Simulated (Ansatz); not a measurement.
Species: CH5GeO, charge 0, doublet. CH5GeO (SMILES [CH2][O][GeH3], doublet).
B3LYP-D3(BJ)/def2-TZVP minimum from Ansatz (a program for electronic structure):
```
O
C 1 1.3543
H 2 1.0811 1 114.93
H 2 1.0858 3 120.73 1 -155.07
Ge 1 1.8073 2 119.71 3 174.47
H 5 1.5304 1 103.89 2 170.17
H 5 1.5371 6 112.73 1 -117.04
H 5 1.5392 6 112.80 7 -126.74
```
Charge 0, spin multiplicity 2.

Total energies in cc-pVDZ, 19 correlated electrons, 16 frozen orbitals. Radicals and triplets start from unrestricted determinants; spin-orbit coupling is neglected. Cores are frozen in correlated methods (noble-gas shells, and filled d and f shells in the p block). No relativity.

```
method    program  energy (Eh)  minus CCSDT(Q) (mEh)
--------  -------  -----------  --------------------
HF         Ansatz  -2190.93012                457.75
MP2        Ansatz  -2191.33438                 53.49
CCSD       Ansatz  -2191.37510                 12.77
CCSD(T)    Ansatz  -2191.38596                  1.91
CCSDT(Q)   Ansatz  -2191.38787                  0.00
```

Rough core times of Ansatz's runs on a shared machine: CCSD(T) under 20 s, CCSDT(Q) 30 min.
